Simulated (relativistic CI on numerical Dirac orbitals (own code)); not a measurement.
# One change at a time: Xe XXIX

Base calculation: Dirac-Coulomb-Breit CI, orbitals from a KLI potential per configuration, model QED, unscaled Slater integrals.

CI space (outside the closed core [Ne]): 3s²3p⁶3d⁸, 3s²3p⁵3d⁹, 3s²3p⁴3d¹⁰, 3s3p⁶3d⁹, 3p⁶3d¹⁰, 3s3p⁵3d¹⁰, 3s²3p⁶3d⁷4s, 3s²3p⁶3d⁷4p, 3s²3p⁶3d⁷4d, 3s²3p⁴3d⁹4s, 3s²3p⁶3d⁷4f, 3s²3p⁵3d⁸4s, 3s²3p⁴3d⁹4p, 3s²3p⁵3d⁸4p, 3s²3p⁶3d⁶4s², 3s²3p⁴3d⁹4d, 3s3p⁵3d⁹4s, 3s²3p⁶3d⁶4s4p, 3s3p⁵3d⁹4p, 3s²3p⁵3d⁸4d, 3s²3p⁶3d⁷5s, 3s3p⁶3d⁸4s, 3s²3p⁶3d⁶4p², 3s²3p⁶3d⁷5p, 3s²3p⁶3d⁶4s4d, 3s3p⁵3d⁹4d, 3p⁶3d⁹4s, 3s²3p⁶3d⁷5d, 3s3p⁶3d⁸4p, 3s²3p⁵3d⁸4f, 3s²3p⁶3d⁶4p4d, 3s²3p⁵3d⁷4s², 3p⁶3d⁹4p, 3s²3p⁶3d⁷5f, 3s²3p⁶3d⁷5g, 3s²3p⁵3d⁷4s4p. Levels of other configurations are missing.

The lowest level and the first level of each name with at least 55 % of one term (blank where a level has no safe partner in the second run):

```tsv
Level	Base (cm⁻¹)	Shift (cm⁻¹)
3s²3p⁶3d⁸ ³F4	0	0
3s²3p⁶3d⁸ ³F3	101763	-101763
3s²3p⁶3d⁸ ³P0	131304	-59926
3s²3p⁶3d⁸ ³P1	175881	-104503
3s²3p⁶3d⁸ ¹G4	187694	-89009
3s²3p⁶3d⁸ ¹S0	379194	-150369
3s²3p⁵3d⁹ ³F°4	1970698	-137818
3s²3p⁵3d⁹ ¹D°2	2014336	
3s²3p⁵3d⁹ ³D°3	2083755	
3s²3p⁵3d⁹ ³P°1	2146952	-211637
3s²3p⁵3d⁹ ³D°2	2160552	
3s²3p⁵3d⁹ ³P°0	2189077	-253761
3s²3p⁵3d⁹ ³D°1	2216842	-275905
3s²3p⁵3d⁹ ³F°2	2621049
```

At this charge energies of transitions that change n are usually good to better than 1 %, and those within a shell (Δn = 0) to a few per cent. Terms inside the open d or f shell come out 10 to 20 % too wide with unscaled integrals.

Task: One thing was changed in a second run, which moved the levels as shown. Which?
A. non-relativistic limit
B. Breit term removed
C. only the first 3 configurations
D. configuration mixing switched off
E. QED terms removed

Result: A. Non-relativistic limit. Without relativity the fine structure collapses and s electrons lose their extra binding.

LS names give the leading component of a level, which can be under half, so a name can repeat, a term be missing and a line seem to break the LS rules.
